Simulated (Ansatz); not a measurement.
`[CH3][GeH]([F])[CH]=O` → 2 C• + F• + Ge• + 5 H• + O•  (atomization)

Gas-phase electronic energies from Ansatz, PBE0-D4/def2-TZVP geometries. CCSD(T)/CBS adds triple-zeta CCSD(T) − MP2 to the extrapolated MP2 energy (def2 sets, frozen cores). This one scheme is used for every species, atoms too. DFT in def2-TZVPP. Open shells (•) are unrestricted, without spin–orbit coupling. Spin–orbit coupling would lower the free atoms: a little for C, F, O; clearly for Ge. For Ge outer-core shells are correlated without core-valence functions, so the limit isn't a true one: a few kJ/mol of doubt a bond, and 10 to 20 or more in all where bonds break to atoms. Scalar relativity is left out up to krypton. Each species was taken in one conformer, which may not be the lowest.

Task: What is ΔE at CCSD(T)/CBS? (Best estimate.)

Result: The calculation gave: +3754.3 kJ/mol.

Task: What do these levels give: PBE-D4, ωB97M-V, B2PLYP, PBE, PBE0, SCS-MP2/def2-TZVPP, CCSD/def2-TZVPP, HF/def2-QZVPP, MP2/def2-QZVPP, HF/CBS(def2), MP2/CBS(def2), CCSD/CBS(def2)? (Estimate.)

Result: Computed: PBE-D4 3834.9, ωB97M-V 3743.0, B2PLYP 3710.0, PBE 3817.2, PBE0 3723.3, SCS-MP2/def2-TZVPP 3714.3, CCSD/def2-TZVPP 3603.4, HF/def2-QZVPP 2670.4, MP2/def2-QZVPP 3797.8, HF/CBS(def2) 2671.0, MP2/CBS(def2) 3833.1, CCSD/CBS(def2) 3689.6 kJ/mol.

Largest T1 diagnostic among the species: 0.013.

The D4 term adds +28.6 kJ/mol with B3LYP and +15.0 kJ/mol with PBE0; it sums over pairs of atoms, weighted by their polarisabilities, and B3LYP, whose exchange is more repulsive, gets the larger term. From PBE to PBE0 (25 % exact exchange), in def2-TZVPP and without D4, ΔE moves by −93.9 kJ/mol: exact exchange takes away binding that semilocal exchange gives to molecules.

B3LYP here is the variant with VWN-RPA as its local correlation; programs differ in this.

For atomizations the MP2-based limit and the directly extrapolated one differ by several kJ/mol either way, and by 10 to 25 for some Ge, Se and Sn compounds, so smaller differences from it don't rank the levels.
